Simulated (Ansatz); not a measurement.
A geometry relaxed with PBE0-D3(BJ)/def2-TZVP (Ansatz, an electronic-structure program), charge 0, multiplicity 1:

```xyz
9

H      3.3140    -0.5739    -0.8012
H      1.7084     1.6573    -1.1678
C     -1.9307     0.4267    -0.3218
C     -0.8221    -0.2557    -0.2956
C      0.3217    -0.8819    -0.2898
H     -2.5350     0.4759    -1.2206
Al     1.8929     0.1321    -0.7862
H      0.3336    -1.9342    -0.0090
H     -2.2829     0.9536     0.5578
```

Task: Write the SMILES of this molecule.

Result: `C=C=[CH][AlH2]`
